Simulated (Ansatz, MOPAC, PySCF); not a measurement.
Dimer: CH3F (SMILES CF) (first 5 atoms) with CH2O (SMILES C=O); geometry from B3LYP-D3(BJ)/def2-TZVP, rigid monomers moved along the line of their centres of mass till F2···H9 is 3.38 Å.
(charge 0, multiplicity 1):
| atom | x (Å) | y (Å) | z (Å) |
|---|---|---|---|
| C | 0.1629 | -0.2608 | -0.4566 |
| F | 0.4513 | 1.0416 | -0.0360 |
| H | 1.0010 | -0.6223 | -1.0531 |
| H | 0.0210 | -0.8818 | 0.4265 |
| H | -0.7446 | -0.2335 | -1.0603 |
| C | 0.2408 | 0.2127 | 4.1306 |
| O | -0.0120 | -0.9340 | 3.8723 |
| H | 0.3133 | 0.5666 | 5.1773 |
| H | 0.4118 | 0.9629 | 3.3396 |

Interaction energies are E(AB) − E(A) − E(B) at the monomers' geometry in the complex; basis-set methods are counterpoise corrected.

Rows in 6-31G* carry no dispersion term and start afresh at each structure (6-31G* with six Cartesian d functions). The state reached by PM7 isn't checked; PM7 holds dispersion and hydrogen-bond terms.

Run with Ansatz (a program for electronic structure) with Gaussian orbitals; MOPAC for PM7 (differences of heats of formation); PySCF for 6-31G* rows. Values without a source in brackets are computed.

What is the computed interaction energy (PM7)?

-58 meV

Give the interaction energy at the level HF/6-31G*.

-52 meV

Give the interaction energy at the level wB97M-V/def2-TZVPPD.

-63 meV
